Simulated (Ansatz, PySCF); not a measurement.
This Ansatz (a first-principles code) input computes a CCSD(T)/cc-pVDZ energy:

Ansatz 0.2 input:
```yaml
crystal:
  periodic: [false, false, false]
  atoms:
    - {symbol: B, position_ang: [-0.00000000, -0.00000000, -0.78099334]}
    - {symbol: F, position_ang: [0.00000000, 0.00000000, 0.43388519]}
basis:
  gaussian:
    orbitals: cc-pVDZ
total_charge: 1
magnetization: {spin_polarized: true, initial_magnetization: 1}
correlation: {method: ccsd_t, electrons: outside_noble_gas}
```

### Question
Write an input for the same energy in PySCF and say what it gives.

### Answer

```python
from pyscf import gto, scf, mp, cc as ccmod

mol = gto.M(
    atom='''
    B    -0.00000000   -0.00000000   -0.78099334
    F     0.00000000    0.00000000    0.43388519
    ''',
    basis='cc-pvdz',
    charge=1,
    spin=1,
    symmetry='C2v',
    verbose=4,
)

mf = scf.UHF(mol)
mf.conv_tol = 1e-10
mf.max_cycle = 100
mf.kernel()
mp2 = mp.MP2(mf, frozen=2).run()
cc = ccmod.CCSD(mf, frozen=2)
cc.max_cycle = 100
cc.kernel()
et = cc.ccsd_t()
print(f'E(CCSD(T)) = {cc.e_tot + et:.9f}')
```
It gives -123.97854 Eh, and Ansatz -123.97854 Eh, a difference of 0.00 mEh.
